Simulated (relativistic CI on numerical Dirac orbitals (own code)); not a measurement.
**Sensitivity of the levels of Gd²⁹⁺ to α and to the nuclear radius**

Computed by Dirac-Coulomb-Breit CI, separate exchange-only KLI orbitals for each configuration, derivatives by finite differences, unscaled Slater integrals, QED left out (own radial code, finite nucleus).

Configurations in the expansion (outside the closed core [Ar] 3d10): 4s²4p⁵, 4s4p⁶, 4s²4p⁴4d, 4s4p⁵4d, 4s²4p⁴4f, 4s4p⁵4f. Double excitations out of closed p, d and f shells are left out; levels of such configurations are missing from the list, as are those of other unlisted configurations, and high levels can miss mixing partners.

With x = (α/α₀)² − 1 an excitation energy changes as ω = ω₀ + qx; K = 2q/ω₀ is the relative enhancement. Terms are leading LS components, so labels can repeat. The field-shift factor is F = δν/δ⟨r²⟩ for the transition from the lowest level.

Lowest level 4s²4p⁵ ²P°3/2.

| Level | ω₀ (cm⁻¹) | q (cm⁻¹) | K | F (GHz/fm²) |
| --- | --- | --- | --- | --- |
| 4s²4p⁵ ²P°1/2 | 335896 | 386000 | 2.3 | -28.2 |
| 4s4p⁶ ²S1/2 | 905781 | 270500 | 0.597 | -348 |
| 4s²4p⁴4d ⁴D3/2 | 935718 | 28720 | 0.0614 | 6.19 |
| 4s²4p⁴4d ⁴D5/2 | 944247 | 39080 | 0.0828 | 5.89 |
| 4s²4p⁴4d ⁴F7/2 | 964598 | 37120 | 0.077 | 5.83 |
| 4s²4p⁴4d ²P1/2 | 969129 | 107500 | 0.222 | -67.7 |
| 4s²4p⁴4d ²F7/2 | 1011277 | 91510 | 0.181 | 6.75 |
| 4s²4p⁴4d ⁴F9/2 | 1016354 | 95410 | 0.188 | 6.8 |
| 4s²4p⁴4d ²D3/2 | 1018818 | 39090 | 0.0767 | 6.18 |
| 4s²4p⁴4d ²D5/2 | 1104172 | 104400 | 0.189 | 7.34 |
| 4s²4p⁴4d ⁴P1/2 | 1108931 | 219000 | 0.395 | -139 |
| 4s²4p⁴4d ²D3/2 | 1127782 | 132700 | 0.235 | 4.2 |
| 4s²4p⁴4d ²F5/2 | 1142167 | 149900 | 0.262 | 2 |
| 4s²4p⁴4d ⁴D1/2 | 1238262 | 409500 | 0.661 | -22 |
| 4s²4p⁴4d ⁴D3/2 | 1269243 | 412400 | 0.65 | -21 |
| 4s²4p⁴4d ²F5/2 | 1302897 | 402300 | 0.618 | -20.7 |
| 4s²4p⁴4d ²G7/2 | 1306317 | 411200 | 0.63 | -21.8 |
| 4s²4p⁴4d ⁴D7/2 | 1329878 | 475900 | 0.716 | -20.3 |
| 4s²4p⁴4d ²P3/2 | 1358079 | 481000 | 0.708 | -19.7 |
| 4s²4p⁴4d ²G9/2 | 1370383 | 480900 | 0.702 | -20.9 |
| 4s²4p⁴4d ²F5/2 | 1371476 | 480500 | 0.701 | -20.1 |
| 4s²4p⁴4d ²D5/2 | 1395129 | 476000 | 0.682 | -19.1 |
| 4s²4p⁴4d ²F7/2 | 1423428 | 476500 | 0.67 | -19.4 |

At this charge energies of transitions that change n are usually good to better than 1 %, and those within a shell (Δn = 0) to a few per cent.
